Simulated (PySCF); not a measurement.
C₅H₆F₂.
Atom-mapped SMILES: `[CH3:1][C:2]#[C:3][C:4]([CH3:5])([F:6])[F:7]` (hydrogens: H8, H9, H10 on C1; H11, H12, H13 on C5)

A GFN2-xTB structure with every atom displaced at random (by about 0.01 Å) was refined with PBE0-D3(BJ)/def2-SVP geometry optimisation, gas phase (PySCF). Values at the start:

```csv
coordinate,start
C1–C2,1.462 Å
C1–H8,1.105 Å
C2≡C3,1.214 Å
C3–C4,1.403 Å
C4–C5,1.537 Å
C4–F6,1.374 Å
C5–H11,1.106 Å
C1–C2–C3,179.3°
C2–C3–C4,177.3°
C3–C4–C5,113.7°
C3–C4–F6,111.8°
C5–C4–F6,107.6°
F6–C4–F7,103.8°
```

Q: How do these coordinates change at the PBE0-D3(BJ)/def2-SVP level?

A: 
| coordinate | PBE0-D3(BJ)/def2-SVP (Å or °) | change |
| --- | --- | --- |
| C3–C4 | 1.470 | +0.067 |
| C4–C5 | 1.509 | -0.028 |
| C4–F6 | 1.361 | -0.013 |
| C1–C2 | 1.451 | -0.011 |
| C5–H11 | 1.098 | -0.008 |
| C1–H8 | 1.101 | -0.004 |
| C2≡C3 | 1.210 | -0.004 |
| C3–C4–F6 | 109.3 | -2.5 |
| F6–C4–F7 | 106.2 | +2.4 |
| C5–C4–F6 | 109.0 | +1.4 |
| C2–C3–C4 | 178.2 | +0.9 |
| C1–C2–C3 | 179.6 | +0.3 |
| C3–C4–C5 | 113.7 | 0.0 |

The energy falls by 4.1 kcal/mol over 8 energy and gradient evaluations, the largest force component goes from 0.0682 to 3.9e-04 Eh/bohr, and the atoms move by 0.080 Å rms after alignment. The bond that changes most is C3–C4 (alkyne carbon to CF2 carbon), which lengthens by 0.067 Å. Bonds longer at the end by more than 0.005 Å: 3 of 12; shorter: 6. Rotational constants go from 5029, 1382, 1365 to 5081, 1364, 1353 MHz.

The run used 128 basis functions and 55 SCF cycles in all.

Not checked by PBE0-D3(BJ)/def2-SVP frequencies.
